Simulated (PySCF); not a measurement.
C₃H₃N₃S.
Numbering: `[H]/[N:1]=[CH:2]\[c:3]1[n:4][cH:5][s:6][n:7]1` (hydrogens: H8 on N1; H9 on C2; H10 on C5)

Vertical excitations from PySCF (density fitting, frozen core in the response, grid level 2 and gas phase unless stated; continuum runs use non-equilibrium linear response for the excitations) on a GFN2-xTB geometry. Reference run:

```json
{"settings": "PBE0/def2-SVPD, full TDDFT, 6 singlets", "S1, eV (f)": "4.24 (0.002)", "S2, eV (f)": "5.08 (0.002)", "S3, eV (f)": "5.45 (0.000)", "S4, eV (f)": "5.53 (0.221)", "S5, eV (f)": "5.83 (0.002)", "S6, eV (f)": "6.01 (0.116)", "T1, eV (Tamm–Dancoff)": "3.50", "mean α (au)": "73.0"}
```

Task: What do these settings give: PBE0/def2-SVPD, TDA, 25 singlets?

Result: 
| settings | S1, eV (f) | S2, eV (f) | S3, eV (f) | S4, eV (f) | S5, eV (f) | S6, eV (f) | T1, eV (Tamm–Dancoff) | mean α (au) |
| --- | --- | --- | --- | --- | --- | --- | --- | --- |
| PBE0/def2-SVPD, TDA, 25 singlets | 4.29 (0.003) | 5.10 (0.003) | 5.46 (0.000) | 5.74 (0.213) | 5.87 (0.003) | 6.13 (0.188) | 3.50 | 73.0 |

S1 moves by +0.05 eV; the lowest Tamm–Dancoff root can't lie below the lowest full-response root of a stable reference. States are counted by energy in each run and needn't keep their character from row to row.

Task: Which orbital pairs make up S1 in each run, and how does it sit against the orbital gap?

Result: 
```csv
settings,S1 configurations (weight),S1 (eV),orbital gap (eV),S1 − gap (eV)
"PBE0/def2-SVPD, full TDDFT, 6 singlets","H→L 0.87, H→L+1 0.12",4.24,5.77,-1.53
"PBE0/def2-SVPD, TDA, 25 singlets","H→L 0.88, H→L+1 0.11",4.29,5.77,-1.48
```

The values belong to the conformer `[H]/[N:1]=[CH:2]\[c:3]1[n:4][cH:5][s:6][n:7]1`: N1–C2–C3–N4 0°.
